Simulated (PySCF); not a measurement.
## ZnP⁺ at ROHF-SCS-MP2

Level: ROHF-SCS-MP2. Zn x2c-SVPall, P x2c-SVPall; spin-free X2C with a Gaussian nucleus (PySCF 2.14).

| Item | Value |
| --- | --- |
| state | ³Σ⁻ (triplet), unpaired electrons π ↑↑ |
| bond length | 2.336 Å |
| harmonic wavenumber | 307 cm⁻¹ |
| force constant | 1.16 mdyn/Å |
| rotational constant Be | 0.1481 cm⁻¹ |
| anharmonicity ωexe | 1.36 cm⁻¹ |
| vibration–rotation constant αe | 0.000953 cm⁻¹ |
| well depth De to Zn⁺ + P | 1.63 eV |
| dissociation energy D0 | 1.61 eV |

Correlated steps freeze 10 core orbitals. Correlated levels converge slowly with the basis: in double zeta they bind strong bonds too weakly, by up to about 1 eV, and carry superposition errors of some tenths. For an ion De counts to the pair picked by the measured ionisation energies or electron affinities, which need not be the lowest pair at this level. The state is the lowest determinant that a PBE0 search found; another state may lie lower at other levels.
